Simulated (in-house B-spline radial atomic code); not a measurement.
Nb⁺ is squeezed into an impenetrable sphere of radius R (the orbitals vanish at R). Level of theory: non-relativistic r2SCAN, spin-polarised, spherical fractional occupations, point nucleus; calculated with a radial B-spline atomic code at the basis-set limit.

Energies in eV above the free ion in [Kr] 4d4:

```json
{"R (bohr)": "8.81", "highest level (eV)": "-10.3", "[Kr] 4d4": "0.003266", "[Ar] 3d10 4s2 4p5 4d5": "28.05", "[Ar] 3d9 4s2 4p6 4d4 4f1": "220.4"}
{"R (bohr)": "6.35", "highest level (eV)": "-10.1", "[Kr] 4d4": "0.1357", "[Ar] 3d10 4s2 4p5 4d5": "28.15", "[Ar] 3d9 4s2 4p6 4d4 4f1": "223.6"}
{"R (bohr)": "5.18", "highest level (eV)": "-9.43", "[Kr] 4d4": "0.7577", "[Ar] 3d10 4s2 4p5 4d5": "28.7", "[Ar] 3d9 4s2 4p6 4d4 4f1": "227.3"}
{"R (bohr)": "4.13", "highest level (eV)": "-7.37", "[Kr] 4d4": "3.632", "[Ar] 3d10 4s2 4p5 4d5": "31.59", "[Ar] 3d9 4s2 4p6 4d4 4f1": "234.8"}
{"R (bohr)": "3.8", "highest level (eV)": "-5.99", "[Kr] 4d4": "6.108", "[Ar] 3d10 4s2 4p5 4d5": "34.19", "[Ar] 3d9 4s2 4p6 4d4 4f1": "239.2"}
{"R (bohr)": "3.26", "highest level (eV)": "-1.94", "[Kr] 4d4": "15.3", "[Ar] 3d10 4s2 4p5 4d5": "44", "[Ar] 3d9 4s2 4p6 4d4 4f1": "252.3"}
{"R (bohr)": "2.48", "highest level (eV)": "14.8", "[Kr] 4d4": "73.26", "[Ar] 3d10 4s2 4p5 4d5": "105.2", "[Ar] 3d9 4s2 4p6 4d4 4f1": "318.1"}
{"R (bohr)": "2.11", "highest level (eV)": "35.6", "[Kr] 4d4": "174.5", "[Ar] 3d10 4s2 4p5 4d5": "210.2", "[Ar] 3d9 4s2 4p6 4d4 4f1": "425.2"}
{"R (bohr)": "1.92", "highest level (eV)": "54.1", "[Kr] 4d4": "281.7", "[Ar] 3d10 4s2 4p5 4d5": "320.3", "[Ar] 3d9 4s2 4p6 4d4 4f1": "537.2"}
{"R (bohr)": "1.4", "highest level (eV)": "175", "[Kr] 4d4": "1203", "[Ar] 3d10 4s2 4p5 4d5": "1253", "[Ar] 3d9 4s2 4p6 4d4 4f1": "1492"}
```

Question: Does [Ar] 3d10 4s2 4p5 4d5 fall below [Kr] 4d4 under compression?

Answer: No, it stays above over the whole range.

Question: Does [Ar] 3d9 4s2 4p6 4d4 4f1 fall below [Kr] 4d4 under compression?

Answer: No, it stays above over the whole range.

The highest level is first positive in the row R = 2.48 bohr, pushed up by confinement above the zero of the free ion's potential. Each configuration is held fixed and needn't be the lowest in the sphere.
